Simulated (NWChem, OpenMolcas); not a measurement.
# How basis sets differ on SiH2O2F (SMILES O[Si](O)F)

SiH2O2F: 6 atoms, total charge 0, spin state doublet. As SMILES, `O[Si](O)F`. Geometry: relaxed at PBE0-D4/def2-TZVP. This is one conformer, not always the lowest.

```xyz
6

O    -0.8873    1.0320   -0.6263
Si    0.3829    0.0262   -0.4465
O     0.3463   -0.5607    1.0834
F     0.1594   -1.1339   -1.5163
H    -1.0516    1.6588    0.0811
H     1.0923   -1.0866    1.3785
```

Each level gives the dipole moment (D). The values are calculated.

```json
{"level": "UHF/STO-3G", "kind": "Hartree–Fock", "program": "OpenMolcas", "value (D)": "2.67"}
{"level": "UHF/3-21G", "kind": "Hartree–Fock", "program": "OpenMolcas", "value (D)": "3.89"}
{"level": "UHF/def2-SVP", "kind": "Hartree–Fock", "program": "NWChem", "value (D)": "3.15"}
{"level": "UHF/aug-cc-pVDZ", "kind": "Hartree–Fock", "program": "OpenMolcas", "value (D)": "2.83"}
```

The values span 2.67 to 3.89 D. Magnitudes only. Sets without polarisation functions give poor dipoles.
